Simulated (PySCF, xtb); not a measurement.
SeCl3, SMILES [Se+](Cl)(Cl)Cl, charge +1.

GFN2-xTB (xtb) at its own geometry gives an orbital gap of 4.35 eV.

Geometry optimised at ωB97X-D3(BJ)/def2-SVP. The spin state was assumed, not searched. The isomer is the one that the SMILES or the coordinates give; other isomers of the formula were not compared.

Q: What does PBE/def2-TZVPD (PySCF) give? (The exact figures need the calculation; the answer reports its results.)

A: gap 4.19 eV (levels -13.83 and -9.64 eV).
